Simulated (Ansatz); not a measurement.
`O[SiH2][SiH](O)O` → H• + `O[SiH][SiH](O)O`•  (homolysis of the H–Si bond)

Computed with Ansatz on PBE0-D4/def2-TZVP structures; ΔE is electronic, products minus reactants. CBS: MP2 limit from def2 TZ/QZ plus the TZ coupled-cluster correction, frozen cores. This one scheme is used for every species, atoms too. Functionals use def2-TZVPP. No spin–orbit coupling; open shells (•) take unrestricted orbitals. Each species was taken in one conformer, which may not be the lowest.

`O[SiH2][SiH](O)O`:

```xyz
11

O    -1.205    0.613    1.882
Si    0.015   -0.409    1.435
Si    0.101   -0.376   -0.917
O     1.620   -0.286   -1.545
O    -0.801    0.991   -1.182
H    -1.505    1.192    1.176
H    -0.255   -1.756    2.000
H     1.325    0.048    1.989
H    -0.495   -1.524   -1.648
H     2.245    0.295   -1.108
H    -1.045    1.212   -2.083
```

`O[SiH][SiH](O)O`•:

Z-matrix (Å, degrees):
```
Si
Si 1 2.333
O 1 1.653 2 100.1
O 1 1.646 2 108.0 3 119.7
H 1 1.497 2 119.9 3 -117.6
O 2 1.658 1 110.0 3 37.9
H 2 1.490 1 116.3 3 158.2
H 3 0.959 1 118.6 2 -165.2
H 4 0.958 1 117.4 2 150.9
H 6 0.961 2 114.3 1 -39.7
```

```json
{"level": "ωB97X-V", "ΔE (kcal/mol)": "94.3"}
{"level": "B2PLYP", "ΔE (kcal/mol)": "92.4"}
```

Problem. What does CCSD(T)/CBS give? (Best estimate.)

Solution. The calculation gave: +95.0 kcal/mol. The listed levels differ from it by -0.7, -2.6 kcal/mol.

Largest T1 diagnostic among the species: 0.015.

In def2-TZVPP, CCSD(T) changes the Hartree–Fock value by +18.4 kcal/mol (the triples alone add −0.0 kcal/mol) and MP2 by +16.4 kcal/mol; breaking electron pairs costs correlation energy, which Hartree–Fock lacks. From PBE to PBE0 (25 % exact exchange), in def2-TZVPP and without D4, ΔE moves by +1.6 kcal/mol.

CCSD(T)/CBS has its own doubt, a few kJ/mol and more with outer-core shells, so smaller differences from it don't rank the levels.
